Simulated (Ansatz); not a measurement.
Ansatz (a program for electronic structure) input (B3LYP-D3(BJ)/def2-TZVP):

Ansatz 0.2 input:
```yaml
crystal:
  periodic: [false, false, false]
  atoms:
    - {symbol: Ta, position_ang: [0.01867734, 0.00040845, 0.00123269]}
    - {symbol: H, position_ang: [-0.87375199, -0.63701980, 1.37772159]}
    - {symbol: H, position_ang: [-0.86491936, 1.41459146, 0.56409135]}
    - {symbol: H, position_ang: [-0.72092265, -1.44927207, -0.66875596]}
    - {symbol: H, position_ang: [-0.71209002, 0.60233918, -1.48238620]}
    - {symbol: H, position_ang: [1.80823832, 0.03954417, 0.11934263]}
basis:
  gaussian:
    orbitals: def2-TZVP
hamiltonian:
  xc: b3lyp
  dispersion: d3bj
phonons: {temperatures: {t_min: 298.15, t_max: 298.15, t_step: 100}}
```

Output:

```
Functional definition: B3LYP
integrals: 0.02 GiB planned
594 factors; their error is unknown
mean field: 0.16 GiB planned
mean field evaluation 1: about -1629.7082 eV, gradient 1.8e1 eV
mean field evaluation 2: about -1629.3394 eV, gradient 2.3e1 eV
mean field evaluation 4: about -1630.7675 eV, gradient 1.7e0 eV
mean field evaluation 8: about -1630.7756 eV, gradient 3.1e-2 eV
mean field evaluation 16: about -1630.7681 eV, gradient 2.2e-5 eV
mean field -1630.76814126 eV, -59.9296238170 hartree, gradient 2.2e-5 eV, S^2 0.000000; 0 other end points of the search recorded, 0 dependent functions left out
the calculation of the forces begins
reference -1630.76838416 eV, -59.9296327434 hartree; 9, 9 occupied and 61, 61 virtual orbitals, 594 factors
these checks for a lower state are left out or cut short: stability, starts, cluster_reference, orbital_swaps, neighbouring_geometries, increment
integrals: 0.02 GiB planned
594 factors; their error is unknown
mean field: 0.16 GiB planned
mean field -1630.76804644 eV, -59.9296203322 hartree, gradient 1.4e-6 eV, S^2 0.000000; 0 other end points of the search recorded, 0 dependent functions left out
the calculation of the forces begins
reference -1630.76828931 eV, -59.9296292577 hartree; 9, 9 occupied and 61, 61 virtual orbitals, 594 factors
these checks for a lower state are left out or cut short: stability, starts, cluster_reference, orbital_swaps, neighbouring_geometries, increment
integrals: 0.02 GiB planned
594 factors; their error is unknown
mean field: 0.16 GiB planned
mean field -1630.76804757 eV, -59.9296203739 hartree, gradient 1.4e-6 eV, S^2 0.000000; 0 other end points of the search recorded, 0 dependent functions left out
the calculation of the forces begins
reference -1630.76829050 eV, -59.9296293014 hartree; 9, 9 occupied and 61, 61 virtual orbitals, 594 factors
these checks for a lower state are left out or cut short: stability, starts, cluster_reference, orbital_swaps, neighbouring_geometries, increment
integrals: 0.02 GiB planned
594 factors; their error is unknown
mean field: 0.16 GiB planned
mean field evaluation 32: about -1630.7752 eV, gradient 3.4e-4 eV
mean field -1630.76810053 eV, -59.9296223201 hartree, gradient 1.4e-6 eV, S^2 0.000000; 0 other end points of the search recorded, 0 dependent functions left out
the calculation of the forces begins
reference -1630.76834343 eV, -59.9296312465 hartree; 9, 9 occupied and 61, 61 virtual orbitals, 594 factors
these checks for a lower state are left out or cut short: stability, starts, cluster_reference, orbital_swaps, neighbouring_geometries, increment
integrals: 0.02 GiB planned
594 factors; their error is unknown
mean field: 0.16 GiB planned
mean field -1630.76812139 eV, -59.9296230869 hartree, gradient 1.4e-6 eV, S^2 0.000000; 0 other end points of the search recorded, 0 dependent functions left out
the calculation of the forces begins
reference -1630.76836430 eV, -59.9296320135 hartree; 9, 9 occupied and 61, 61 virtual orbitals, 594 factors
these checks for a lower state are left out or cut short: stability, starts, cluster_reference, orbital_swaps, neighbouring_geometries, increment
integrals: 0.02 GiB planned
594 factors; their error is unknown
mean field: 0.16 GiB planned
mean field -1630.76812905 eV, -59.9296233682 hartree, gradient 1.4e-6 eV, S^2 0.000000; 0 other end points of the search recorded, 0 dependent functions left out
the calculation of the forces begins
reference -1630.76837195 eV, -59.9296322948 hartree; 9, 9 occupied and 61, 61 virtual orbitals, 594 factors
these checks for a lower state are left out or cut short: stability, starts, cluster_reference, orbital_swaps, neighbouring_geometries, increment
integrals: 0.02 GiB planned
594 factors; their error is unknown
mean field: 0.16 GiB planned
mean field -1630.76813547 eV, -59.9296236043 hartree, gradient 1.4e-6 eV, S^2 0.000000; 0 other end points of the search recorded, 0 dependent functions left out
the calculation of the forces begins
reference -1630.76837837 eV, -59.9296325307 hartree; 9, 9 occupied and 61, 61 virtual orbitals, 594 factors
these checks for a lower state are left out or cut short: stability, starts, cluster_reference, orbital_swaps, neighbouring_geometries, increment
integrals: 0.02 GiB planned
594 factors; their error is unknown
mean field: 0.16 GiB planned
mean field evaluation 64: about -1630.7681 eV, gradient 1.9e-5 eV
mean field -1630.76812124 eV, -59.9296230812 hartree, gradient 1.4e-6 eV, S^2 0.000000; 0 other end points of the search recorded, 0 dependent functions left out
the calculation of the forces begins
reference -1630.76836414 eV, -59.9296320078 hartree; 9, 9 occupied and 61, 61 virtual orbitals, 594 factors
these checks for a lower state are left out or cut short: stability, starts, cluster_reference, orbital_swaps, neighbouring_geometries, increment
integrals: 0.02 GiB planned
594 factors; their error is unknown
mean field: 0.16 GiB planned
mean field -1630.76810032 eV, -59.9296223125 hartree, gradient 1.4e-6 eV, S^2 0.000000; 0 other end points of the search recorded, 0 dependent functions left out
the calculation of the forces begins
reference -1630.76834322 eV, -59.9296312389 hartree; 9, 9 occupied and 61, 61 virtual orbitals, 594 factors
these checks for a lower state are left out or cut short: stability, starts, cluster_reference, orbital_swaps, neighbouring_geometries, increment
integrals: 0.02 GiB planned
594 factors; their error is unknown
mean field: 0.16 GiB planned
mean field -1630.76812918 eV, -59.9296233730 hartree, gradient 1.4e-6 eV, S^2 0.000000; 0 other end points of the search recorded, 0 dependent functions left out
the calculation of the forces begins
reference -1630.76837209 eV, -59.9296322996 hartree; 9, 9 occupied and 61, 61 virtual orbitals, 594 factors
these checks for a lower state are left out or cut short: stability, starts, cluster_reference, orbital_swaps, neighbouring_geometries, increment
integrals: 0.02 GiB planned
594 factors; their error is unknown
mean field: 0.16 GiB planned
mean field -1630.76813552 eV, -59.9296236061 hartree, gradient 1.4e-6 eV, S^2 0.000000; 0 other end points of the search recorded, 0 dependent functions left out
the calculation of the forces begins
reference -1630.76837842 eV, -59.9296325325 hartree; 9, 9 occupied and 61, 61 virtual orbitals, 594 factors
these checks for a lower state are left out or cut short: stability, starts, cluster_reference, orbital_swaps, neighbouring_geometries, increment
integrals: 0.02 GiB planned
594 factors; their error is unknown
mean field: 0.16 GiB planned
mean field evaluation 96: about -1630.7681 eV, gradient 1.4e-6 eV
mean field -1630.76813570 eV, -59.9296236128 hartree, gradient 1.4e-6 eV, S^2 0.000000; 0 other end points of the search recorded, 0 dependent functions left out
the calculation of the forces begins
reference -1630.76837862 eV, -59.9296325399 hartree; 9, 9 occupied and 61, 61 virtual orbitals, 594 factors
these checks for a lower state are left out or cut short: stability, starts, cluster_reference, orbital_swaps, neighbouring_geometries, increment
integrals: 0.02 GiB planned
594 factors; their error is unknown
mean field: 0.16 GiB planned
mean field -1630.76811582 eV, -59.9296228822 hartree, gradient 1.4e-6 eV, S^2 0.000000; 0 other end points of the search recorded, 0 dependent functions left out
the calculation of the forces begins
reference -1630.76835871 eV, -59.9296318081 hartree; 9, 9 occupied and 61, 61 virtual orbitals, 594 factors
Total energy: -1630.90067731 eV, -59.9344944271 hartree
Atom 0 at     0.018677     0.000408     0.001233 Å, force    -0.000387    -0.000008    -0.000026 eV/Å
Atom 1 at    -0.873752    -0.637020     1.377722 Å, force     0.000065     0.000012    -0.000021 eV/Å
Atom 2 at    -0.864919     1.414591     0.564091 Å, force     0.000065    -0.000024    -0.000007 eV/Å
Atom 3 at    -0.720923    -1.449272    -0.668756 Å, force     0.000063     0.000027     0.000015 eV/Å
Atom 4 at    -0.712090     0.602339    -1.482386 Å, force     0.000063    -0.000010     0.000030 eV/Å
Atom 5 at     1.808238     0.039544     0.119343 Å, force     0.000132     0.000003     0.000009 eV/Å
Dipole moment:     0.369528     0.008081     0.024389 e Å
Vibrations: 255.18 255.18 743.44 743.44 798.50 826.33 878.70 1823.03 1843.04 1877.35 1877.35 1933.60 cm⁻¹, zero-point energy 0.858910 eV
```
